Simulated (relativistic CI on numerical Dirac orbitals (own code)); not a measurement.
# Ligand-field terms of d8

Computed with a parametric ligand-field model of a d^n configuration (Racah B and C, spin-orbit zeta, crystal field), exact diagonalisation.

Field parameters in Wybourne normalisation: Oh B⁴₀ = 21Dq, B⁴₄ = √(5/14) B⁴₀. The field is a parameter set, without covalency.

B = 380 cm⁻¹, C = 1760 cm⁻¹ (C/B = 4.63), Oh, no spin-orbit coupling. Tanabe-Sugano data, E/B above the lowest term (Δ = |10Dq|; b, c mark the second and third term of a kind):

| Δ/B | 3A2 | 3T2 | 3T1 | 1E | 1T2 | 1A1 |
| --- | --- | --- | --- | --- | --- | --- |
| 1.0 | 0.00 | 1.00 | 1.79 | 14.99 | 15.66 | 22.03 |
| 5.0 | 0.00 | 5.00 | 8.68 | 16.26 | 20.68 | 24.59 |
| 9.0 | 0.00 | 9.00 | 15.00 | 16.65 | 25.18 | 26.46 |
| 13.0 | 0.00 | 13.00 | 20.68 | 16.83 | 29.45 | 27.82 |
| 17.0 | 0.00 | 17.00 | 25.79 | 16.92 | 33.62 | 28.83 |
| 21.0 | 0.00 | 21.00 | 30.51 | 16.99 | 37.73 | 29.60 |
| 25.0 | 0.00 | 25.00 | 35.00 | 17.03 | 41.81 | 30.20 |
| 29.0 | 0.00 | 29.00 | 39.34 | 17.06 | 45.87 | 30.67 |
| 33.0 | 0.00 | 33.00 | 43.58 | 17.08 | 49.91 | 31.06 |
| 37.0 | 0.00 | 37.00 | 47.77 | 17.10 | 53.95 | 31.38 |
| 41.0 | 0.00 | 41.00 | 51.91 | 17.12 | 57.98 | 31.64 |
| 45.0 | 0.00 | 45.00 | 56.03 | 17.13 | 62.00 | 31.87 |

The ground term stays 3A2.
